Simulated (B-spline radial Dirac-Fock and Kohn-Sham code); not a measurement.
## Dipole and non-dipole photoemission parameters of Zr 3p1/2

System: the free zirconium atom in the configuration [Kr] 4d2 5s2; threshold 343.5 eV (tabulated edge). These are calculated numbers from a radial atomic solver; the model is Dirac-Hartree-Slater photoionisation with a Latter tail; cross sections with all multipoles, angular parameters from the dipole term and its interference with E2.

| hν (eV) | σ (kb) | β | γ | δ |
| --- | --- | --- | --- | --- |
| 466 | 180 | 0.962 | 0.233 | 0.065 |
| 472 | 179 | 0.991 | 0.240 | 0.061 |
| 730 | 117 | 1.484 | 0.079 | 0.006 |
| 800 | 103 | 1.525 | 0.037 | 0.003 |
| 916 | 84.5 | 1.568 | -0.005 | 0.001 |
| 1000 | 73.5 | 1.587 | -0.019 | 0.001 |
| 1253.6 | 49.6 | 1.610 | -0.011 | 0.002 |
| 1300 | 46.4 | 1.611 | -0.004 | 0.002 |
| 1370 | 42.0 | 1.612 | 0.009 | 0.002 |
| 2410 | 12.9 | 1.556 | 0.288 | 0.011 |
| 2900 | 8.36 | 1.518 | 0.422 | 0.016 |
| 3830 | 4.21 | 1.448 | 0.647 | 0.028 |
| 4590 | 2.63 | 1.395 | 0.804 | 0.038 |
| 4850 | 2.28 | 1.377 | 0.853 | 0.042 |
| 5040 | 2.05 | 1.365 | 0.887 | 0.044 |
| 6190 | 1.17 | 1.294 | 1.071 | 0.061 |
| 6700 | 0.938 | 1.265 | 1.142 | 0.069 |
| 8047.8 | 0.556 | 1.196 | 1.307 | 0.090 |
| 11000 | ? | ? | ? | ? |
| 12000 | 0.169 | 1.033 | 1.651 | 0.150 |
| 13100 | 0.129 | 0.996 | 1.723 | 0.166 |

Question: Give the values at 11000 eV.

Answer: σ = 0.220 kb, β = 1.069, γ = 1.578, δ = 0.135.
